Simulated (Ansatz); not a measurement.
System: TiF$_{3}$ (charge 0, doublet). The spin state was set by rule; other spins were not relaxed. 
Geometry from a B3LYP-D3(BJ)/def2-TZVP (Ansatz, a first-principles code) optimisation:
```
Ti
F 1 1.7797
F 1 1.7797 2 120.00
F 1 1.7797 2 120.00 3 -180.00
```
Charge 0, spin multiplicity 2.

Wanted: atomisation energy (electronic, to ground-state atoms), in eV. Correlated levels leave the core frozen unless marked. Open shells are spin-unrestricted. Spin-orbit coupling is left out. Frozen are the shells of the preceding noble gas and the d and f shells that filled before the atom's block. No relativistic terms. The coupled-cluster limit lacks core correlation, which all-electron functionals hold. CBS marks a two-point X^-3 extrapolation of the correlation energy; Hartree-Fock from the larger set. [CCSD(T)-MP2]/basis is that difference in the basis named.

| level | program | atomisation energy (eV) | minus last row |
|---|---|---|---|
| HF/def2-SVP | Ansatz | 12.54 | -6.03 |
| BLYP-D3(BJ)/def2-TZVPD | Ansatz + dftd3 | 19.67 | 1.10 |
| B97M-V/def2-TZVPD | Ansatz | 18.98 | 0.41 |
| PBE0/6-31G* | Ansatz | 18.82 | 0.25 |
| PBE0-D3(BJ)/def2-TZVP | Ansatz + dftd3 | 18.58 | 0.01 |
| PBE0/def2-TZVPD | Ansatz | 18.58 | 0.01 |
| r2SCANh-D4/def2-TZVPD | Ansatz + dftd4 | 18.94 | 0.37 |
| LC-wPBE-D3(BJ)/def2-TZVPD | Ansatz + dftd3 | 19.24 | 0.67 |
| RPA@PBE/def2-TZVPP | Ansatz | 16.90 | -1.67 |
| MP2/def2-SVP | Ansatz | 18.12 | -0.45 |
| RI-MP2/def2-QZVPPD | Ansatz | 19.39 | 0.82 |
| CCSD/6-31G | Ansatz | 15.59 | -2.98 |
| CCSD/def2-SVPD | Ansatz | 17.62 | -0.95 |
| CCSD(T)/def2-TZVPP | Ansatz | 18.12 | -0.45 |
| RI-MP2/CBS(def2-TZVPP,def2-QZVPP)+[CCSD(T)-MP2]/def2-TZVPP | Ansatz | 18.57 | 0.00 |
